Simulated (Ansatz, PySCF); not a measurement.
The pair A = aminoborane (SMILES BN) (first 6 atoms), B = HF (SMILES F); geometry from B3LYP-D3(BJ)/def2-TZVP.
(charge 0, multiplicity 1):
```json
[
 {"atom": "B", "x (Å)": "0.9064", "y (Å)": "-0.1258", "z (Å)": "0.0613"},
 {"atom": "N", "x (Å)": "-0.1434", "y (Å)": "0.5794", "z (Å)": "0.6653"},
 {"atom": "H", "x (Å)": "0.6626", "y (Å)": "-0.8237", "z (Å)": "-0.8706"},
 {"atom": "H", "x (Å)": "1.9991", "y (Å)": "-0.0255", "z (Å)": "0.5206"},
 {"atom": "H", "x (Å)": "0.0124", "y (Å)": "1.2765", "z (Å)": "1.3784"},
 {"atom": "H", "x (Å)": "-1.0649", "y (Å)": "0.6332", "z (Å)": "0.2571"},
 {"atom": "F", "x (Å)": "-0.9858", "y (Å)": "-1.3604", "z (Å)": "2.5874"},
 {"atom": "H", "x (Å)": "-0.6461", "y (Å)": "-0.7826", "z (Å)": "1.9296"}
]
```

Rows in 6-31G* carry no dispersion term and start afresh at each structure (6-31G* with six Cartesian d functions).

The values were computed with Ansatz (Gaussian orbitals); PySCF for 6-31G* rows. Each number belongs to the level named beside it.

Total energies (hartree), monomers frozen at their geometry in the pair:

```json
[
 {"structure": "AB", "HF/6-31G*": "-181.4982962", "HF/aug-cc-pVDZ": "-181.5428497", "B3LYP/def2-TZVPPD": "-182.5863366"},
 {"structure": "A in the pair's basis", "HF/6-31G*": "-81.4886730", "HF/aug-cc-pVDZ": "-81.5045438", "B3LYP/def2-TZVPPD": "-82.0835019"},
 {"structure": "B in the pair's basis", "HF/6-31G*": "-100.0032543", "HF/aug-cc-pVDZ": "-100.0322834", "B3LYP/def2-TZVPPD": "-100.4949888"},
 {"structure": "A", "HF/6-31G*": "-81.4879053", "HF/aug-cc-pVDZ": "-81.5042929", "B3LYP/def2-TZVPPD": "-82.0834177"},
 {"structure": "B", "HF/6-31G*": "-100.0019949", "HF/aug-cc-pVDZ": "-100.0320384", "B3LYP/def2-TZVPPD": "-100.4949291"}
]
```

Task: Work out the interaction energy without and with the counterpoise correction, and the superposition error, for each level.

Result: 
E(AB) − E(A) − E(B), times 627.509 kcal/mol, with the monomers in their own basis and then in the pair's basis:
- HF/6-31G*: -5.27 uncorrected, -4.00 corrected; the monomers gain 1.27 kcal/mol from borrowed functions
- HF/aug-cc-pVDZ: -4.09 uncorrected, -3.78 corrected; the monomers gain 0.31 kcal/mol from borrowed functions
- B3LYP/def2-TZVPPD: -5.01 uncorrected, -4.92 corrected; the monomers gain 0.09 kcal/mol from borrowed functions

Ansatz is an electronic-structure program.
